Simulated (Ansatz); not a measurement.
Process, species as SMILES: C[SiH2]O[SiH2]C [methyl(methylsilyloxy)silane] + H+ -> C[SiH2][OH+][SiH2]C (at O, the best of the heteroatom sites tried; carbon was not tried)

Wanted: proton affinity (electronic), in kcal/mol. Positive where the reaction releases energy. Conventions: no spin-orbit coupling; 6-311+G** with 5d, 6d on Na to Ar in Ansatz (a first-principles code); non-relativistic; valence correlation only; 6-31G* and kin with 6d, 5d where marked; LANL2DZ with its own core potentials from Na on. CBS(X,Y): correlation extrapolated as X^-3; Hartree-Fock from the larger set. Ab initio and DFT rows: single points at B3LYP-D3(BJ) geometries (Ansatz).

Coupled cluster (Ansatz) is a level with limits of its own, used here on species with T1 under 0.025 (0.045 for open shells) and stable references: CCSD(T)/CBS(cc-pV(T+d)Z,cc-pV(Q+d)Z).

Value to compare with, CCSD(T)/CBS(cc-pV(T+d)Z,cc-pV(Q+d)Z) (Ansatz): 195.4 kcal/mol.

```
level          program  proton affinity (electronic) (kcal/mol)  difference
-------------  -------  ---------------------------------------  ----------
MP2/STO-3G      Ansatz                                    297.1       101.7
MP2/3-21G       Ansatz                                    212.8        17.4
MP2/LANL2DZ     Ansatz                                    210.9        15.5
MP2/6-31G*      Ansatz                                    197.6         2.2
MP2/6-311+G**   Ansatz                                    201.4         6.0
```

Among the 5 habitual levels, MP2/STO-3G lies farthest from CCSD(T)/CBS(cc-pV(T+d)Z,cc-pV(Q+d)Z) (Ansatz) (101.7 kcal/mol) and MP2/6-31G* nearest (2.2); 5 of 5 lie above it, and their mean absolute difference is 28.6 kcal/mol, the median 15.5. One case shows no general order.

The sets are all those run for this method; left out are runs that failed, that the program found above a lower state of the same kind, or whose <S^2> lies over 0.5 above the pure value.
